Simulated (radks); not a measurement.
Task: All-electron atom: Yb1.75+ in [Kr] 4d10 4f14 5s2 6s2 5p(up 2.25, down 2) (fractional occupations, a model configuration). All-electron calculation, scalar-relativistic Kohn-Sham, PBE, spin-polarised, spherical densities, point nucleus. Program: a radial shooting solver on a logarithmic mesh with Libxc functionals. Some entries of the table are withheld. Estimate them.

orbital,occ.,eigenvalue (hartree),<r> (bohr),r(max) (bohr)
1s up,1,-2251.602,0.01966,0.01237
1s down,1,-2251.601,0.01966,0.01237
2s up,1,-382.1608,0.08332,0.07057
2s down,1,-382.1605,0.08332,0.07057
2p up,3,-336.8809,0.07414,0.05756
2p down,3,-336.8803,0.07414,0.05756
3s up,1,-86.75644,0.2167,0.1994
3s down,1,-86.75616,0.2167,0.1994
3p up,3,-73.10918,0.2162,0.1966
3p down,3,-73.10882,0.2162,0.1966
3d up,5,-56.50793,0.1961,0.1603
3d down,5,-56.50752,0.1961,0.1603
4s up,1,-17.72431,0.4881,0.4552
4s down,1,-17.72367,0.4881,0.4552
4p up,3,-13.24938,0.5187,0.4765
4p down,3,-13.24868,0.5186,0.4765
4d up,5,-7.36210,0.5608,0.4913
4d down,5,-7.36108,0.5607,0.4913
5s up,1,(1),1.190,1.066
5s down,1,(2),1.190,1.066
5p up,2.25,-1.78933,1.396,(3)
5p down,2,-1.78062,1.396,(4)
4f up,7,-0.92946,(5),0.4842
4f down,7,-0.92649,(6),0.4841
6s up,1,-0.62622,3.041,2.746
6s down,1,-0.62478,3.046,2.751

Result: 
(1) 5s up eigenvalue (hartree): -2.83671
(2) 5s down eigenvalue (hartree): -2.82824
(3) 5p up r(max) (bohr): 1.215
(4) 5p down r(max) (bohr): 1.215
(5) 4f up <r> (bohr): 0.7553
(6) 4f down <r> (bohr): 0.7541
